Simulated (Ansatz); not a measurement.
Input for Ansatz (a program for electronic structure): R-revPBE/def2-TZVPP on AlH3 (SMILES [AlH3]).

Ansatz 0.2 input:
```yaml
crystal:
  periodic: [false, false, false]
  atoms:
    - {symbol: Al, position_ang: [0.00002411, -0.00001099, -0.00004691]}
    - {symbol: H, position_ang: [1.57009410, -0.16968536, 0.05204847]}
    - {symbol: H, position_ang: [-0.63296824, 1.42963775, -0.22818505]}
    - {symbol: H, position_ang: [-0.93704998, -1.25994140, 0.17628349]}
basis:
  gaussian:
    orbitals: def2-TZVPP
hamiltonian:
  xc: {name: revPBE}
scf: {lower_state_search: off}
```

Q: What total energy does the run end on?

A: -244.1480 hartree.
